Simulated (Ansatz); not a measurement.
Computed with Ansatz on PBE0-D4/def2-TZVP structures; ΔE is electronic, products minus reactants. CCSD(T)/CBS adds triple-zeta CCSD(T) − MP2 to the extrapolated MP2 energy (def2 sets, frozen cores). DFT in def2-TZVPP. B3LYP here is the variant with VWN-RPA as its local correlation; programs differ in this. HSE06 is defined as in plane-wave codes. def2 core potentials past Kr. For In outer-core shells are correlated without core-valence functions, which leaves a few kJ/mol of doubt a bond. Each species was taken in one conformer, which may not be the lowest.

`[SH][In]([SH])[Cl]` + `CC(O)F` → `[F][In]([SH])[SH]` + `CC(O)Cl`  (formal exchange of groups at the In–Cl bond)

```tsv
level	ΔE (kJ/mol)	difference from CCSD(T)/CBS
LDA (SPW92)	65.1	2.4
PBE-D4	57.3	-5.4
revPBE-D4	51.9	-10.8
BLYP-D4	54.0	-8.7
B97M-V	67.1	4.4
PBE0-D4	68.8	6.1
B3LYP-D4	64.9	2.2
r2SCANh-D4	68.0	5.3
r2SCAN0-D4	72.9	10.2
CAM-B3LYP-D4	69.0	6.3
ωB97X-V	67.8	5.1
ωB97M-V	68.5	5.8
B2PLYP	65.2	2.5
PBE-QIDH	71.7	9.0
PBE	57.8	-4.9
revPBE	56.5	-6.2
BLYP	56.2	-6.5
r2SCAN	64.5	1.8
PBE0	69.0	6.3
B3LYP	65.8	3.1
r2SCANh	68.0	5.3
HSE06	69.3	6.6
BHLYP	77.0	14.3
CAM-B3LYP	69.0	6.3
LC-ωPBE	66.0	3.3
RPA@PBE/def2-TZVPP	65.4	2.7
HF/def2-SVP	108.1	45.4
CCSD/def2-SVP	82.3	19.6
CCSD(T)/def2-SVP	79.6	16.9
HF/def2-TZVPP	91.2	28.5
MP2/def2-TZVPP	65.0	2.3
SCS-MP2/def2-TZVPP	65.9	3.2
CCSD/def2-TZVPP	72.6	9.9
CCSD(T)/def2-TZVPP	68.4	5.7
HF/def2-QZVPP	88.6	25.9
MP2/def2-QZVPP	60.9	-1.8
SCS-MP2/def2-QZVPP	61.9	-0.8
HF/CBS(def2)	88.2	25.5
MP2/CBS(def2)	59.4	-3.3
CCSD/CBS(def2)	66.9	4.2
CCSD(T)/CBS	62.7	0
```

(1) What do rigid-rotor, harmonic-oscillator terms from PBE0-D4/def2-TZVP frequencies (298.15 K, 1 bar) make of the CCSD(T)/CBS value? (Estimate.)

Largest T1 diagnostic among the species: 0.015.

Results:

(1) Ansatz gave: ΔZPE = -2.3 kJ/mol, ΔH = +60.4 kJ/mol, ΔS = 1 J/(mol·K), ΔG = +60.2 kJ/mol.

From PBE to PBE0 (25 % exact exchange), in def2-TZVPP and without D4, ΔE moves by +11.2 kJ/mol. Leaving LDA and LC-ωPBE aside and taking each functional with its dispersion term where it has one, the values, not all of them listed here, spread over 26.0 kJ/mol, from revPBE-D4 to BHLYP-D4. LDA lies +7.2 kJ/mol from PBE without D4. In def2-TZVPP, CCSD(T) changes the Hartree–Fock value by −22.9 kJ/mol (the triples alone add −4.2 kJ/mol) and MP2 by −26.2 kJ/mol.
